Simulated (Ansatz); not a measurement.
```
atom    x (Å)    y (Å)    z (Å)
   S   0.0283   0.0138  -0.4102
   O  -0.0170   1.2947   0.3556
   O  -0.0058  -1.2997   0.3777
```

Basis set: 6-31G* (spherical functions). Correlated methods keep 7 orbitals frozen. Charge 0, multiplicity 1.

Computed with Ansatz (development build ahead of 0.2.0); each method stands on the lowest determinant of its kind that the runs found. Restricted open shells among the atoms or ions are ROHF, correlated in semicanonical orbitals with singles.

The atomization energy at this shape (free ground-state atoms in the same class of orbitals less the molecule, no zero-point energy) of singlet SO2:

```
 method  atomization energy
RHF-MP2        956.1 kJ/mol
```

What does RHF give?

297.4 kJ/mol. Caution: in another basis set an unrestricted determinant lies well below.
